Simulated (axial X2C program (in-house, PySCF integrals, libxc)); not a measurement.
**Spin–orbit effects down a group: molecules with P (ions), PBE0**

Calculated with an in-house relativistic program for diatomic molecules, spin-free (one-electron X2C) or two-component (2c: spin–orbit coupling with atomic mean-field Coulomb and Gaunt terms, which also bring small scalar terms), in Dyall basis sets with cores contracted in-house; open shells are unrestricted.

Basis sets: Al dyall-av3z, B dyall-av3z, Ga dyall-acv3z, P dyall-av3z.

```json
{"molecule": "BP⁻", "spin-free state": "M_S = 1/2, Λ = 0", "Re (Å)": "1.696", "ωe (cm⁻¹)": "1049.8", "De (eV)": "5.41", "2c state": "Ω = 1/2", "Re 2c (Å)": "1.697", "ωe 2c (cm⁻¹)": "1049.7", "De 2c (eV)": "5.41"}
{"molecule": "AlP⁻", "spin-free state": "M_S = 1/2, Λ = 0", "Re (Å)": "2.136", "ωe (cm⁻¹)": "544.4", "De (eV)": "3.50", "2c state": "Ω = 1/2", "Re 2c (Å)": "2.136", "ωe 2c (cm⁻¹)": "543.9", "De 2c (eV)": "3.50"}
{"molecule": "GaP⁻", "spin-free state": "M_S = 1/2, Λ = 0", "Re (Å)": "2.130", "ωe (cm⁻¹)": "437.2", "De (eV)": "3.21", "2c state": "Ω = 1/2", "Re 2c (Å)": "2.130", "ωe 2c (cm⁻¹)": "436.9", "De 2c (eV)": "n/a"}
```

Fragments in 2c: P- + B, P- + Al, Ga + P-. Each entry is the lowest single determinant of a limited PBE0 search at one distance. De goes to single-determinant-based atoms at the same level (for ions the charge split of lowest energy) and is withheld (n/a) where an atom does not fit its ground term or J level. Main or longest-lived isotopes. One determinant is a doubtful description, or other states lie close, for AlP⁻, GaP⁻; these need not be ground states, and all values refer to the states named. Some light 2c atoms are not at their ground J level, so De misses part of their lowering (0.04 eV or less). The functionals have no current term, which raises determinants with orbital currents.
